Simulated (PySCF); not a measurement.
Stepwise substitution at one centre (Sn Cl-OH). Isolated molecules, 0 K electronic values unless said otherwise. One relaxed conformer stands for each flexible species; it need not be the lowest. Strings in code marks are SMILES.

The S1 excitation (TDA) from two functionals at the same geometries (r2SCAN-D4/def2-TZVP), both in PySCF: PBE-D3(BJ)/def2-TZVP and r2SCAN-D4/def2-TZVP. Excitations are Tamm–Dancoff values on a coarser integration grid. The basis has no diffuse functions, so Rydberg states are missing or too high.

```
species                                                r2SCAN-D4/def2-TZVP (eV)
-----------------------------------------------------  ------------------------
0 of 4 Cl replaced by OH                                                   4.80
1 of 4 Cl replaced by OH                                                   4.89
3 of 4 Cl replaced by OH (`[OH][Sn]([OH])([OH])[Cl]`)                      5.28
4 of 4 Cl replaced by OH (`[OH][Sn]([OH])([OH])[OH]`)                      5.50
```

### Question
What does PBE-D3(BJ)/def2-TZVP give for each?

### Answer

- 0 of 4 Cl replaced by OH: 4.30
- 1 of 4 Cl replaced by OH: 4.35
- 3 of 4 Cl replaced by OH (`[OH][Sn]([OH])([OH])[Cl]`): 4.68
- 4 of 4 Cl replaced by OH (`[OH][Sn]([OH])([OH])[OH]`): 4.88
Over these rows, drawn at random from the members with no instability flagged (it was tested for open shells, ions and some series alone), PBE minus r2SCAN-D4: mean -0.56 eV, from -0.62 eV to -0.50 eV.
